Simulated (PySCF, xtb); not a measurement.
F₂GaHS, SMILES [F][Ga]([F])[SH]. The values are those of a single conformer.

Harmonic wavenumbers (cm⁻¹) from GFN2-xTB run with xtb 6.7.1 at its own minimum, in rising order: 89, 126, 126, 179, 348, 451, 470, 684, 2361.

### Question
What does r2SCAN-D4/def2-SVP in PySCF 2.14.0 give at its own minimum? (An estimate is asked for; the answer gives what the named calculation found.)

### Answer
125, 172, 190, 261, 421, 703, 721, 750, 2686. Paired by order, the mean absolute difference is 133 cm⁻¹ and the zero-point energies are 6.9 and 8.6 kcal/mol.
